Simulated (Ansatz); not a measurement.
Ideal-gas functions of `[O][Ga]([F])[Cl]` radical at 400 K and 1 bar, from an Ansatz frequency run at PBE0-D4/def2-TZVP.

Molar mass 140.17 g/mol, point group Cs (symmetry number 1), electronic degeneracy 2, moments of inertia 79.119, 173.017, 252.136 u Å². Harmonic wavenumbers (cm⁻¹, unscaled): 135, 170, 179, 443, 684, 728.

Use S(trans) = R[1.5 ln M + 2.5 ln T − 1.1517]; rotational temperatures θ = 24.2544 K / I; S(rot) = R[ln(√π/σ · √(T³/θAθBθC)) + 1.5]; for each mode x = 1.438777 ν̃/T, S = R[x/(eˣ − 1) − ln(1 − e⁻ˣ)] and H = RT x/(eˣ − 1); 1 cm⁻¹ = 0.0119627 kJ/mol; R = 8.31446 J/(mol·K).

Problem. By hand: the entropy, in J/(mol·K).

Solution. Translation 176.6. Rotation: θ = 0.3066, 0.1402, 0.0962 K, giving 114.8. Vibration, mode by mode: 14.40, 12.53, 12.12, 5.27, 2.65, 2.34, in all 49.3. Electronic 5.8. Sum 346.5 J/(mol·K).

Problem. By hand: H − E and G − E in kJ/mol, counted from the electronic energy.

Solution. Zero-point energy ½ × 2339 × 0.0119627 = 14.0; thermal vibration 10.2; translation, rotation and pV give 4 RT = 13.3. H − E = 37.5 kJ/mol, and G − E = 37.5 − 400 × 346.5/1000 = -101.1 kJ/mol.

Vibration gives 14 % of the entropy, 14.4 J/(mol·K) of it from the mode under 150 cm⁻¹: soft modes count most, and the harmonic formula is weakest for them.
